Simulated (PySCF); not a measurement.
**A search over the determinants of HgCl**

Unrestricted PBE0; Hg def2-TZVPP with ECP60, Cl def2-TZVPP; scalar-relativistic core potentials (PySCF 2.14). Outer shells of the fragments: Hg 5d10 6s2; Cl 3s2 3p5.

Followed along the bond (rough minima from three points):

```csv
2Ms+1,unpaired,⟨S²⟩ at the start,R at minimum (Å),Te (eV)
2,σ ↑,0.76,2.41,0.00
4,"σ ↑, π ↑↑",3.76,none in the scan,≤ 6.09
```

Solutions found at the starting distance of 2.345 Å, counted from the lowest of them; the search is not exhaustive and high or unbound solutions are not listed, so other states can lie among these:

| 2Ms+1 | unpaired | term | E (eV) | ⟨S²⟩ | ⟨Lz²⟩ | μ (D) |
| --- | --- | --- | --- | --- | --- | --- |
| 2 | σ ↑ | ²Σ⁺ | 0.00 | 0.76 | 0.00 | -2.73 |
| 2 | π ↑ | ²Π | 2.62 | 0.75 | 1.01 | 2.20 |
| 2 | π ↑ | ²Π | 4.72 | 0.78 | 1.00 | -2.04 |
| 4 | σ ↑, π ↑↑ | mixed | 6.33 | 3.76 | 2.01 | 2.79 |
| 4 | σ ↑, π ↑↑ | mixed | 6.47 | 3.76 | 2.01 | 2.88 |
| 4 | σ ↑↑, π ↑ | ⁴Π | 7.15 | 3.76 | 1.02 | 0.86 |

A term symbol is given only where ⟨S²⟩ and ⟨Lz²⟩ are close to those of a pure state; real π, δ and φ orbitals otherwise mix terms. A positive dipole means Hg(−)Cl(+).

Spin–orbit coupling is left out. Counting both spins, an empty level lies below a filled one in some of these solutions, because spin and occupation are held.
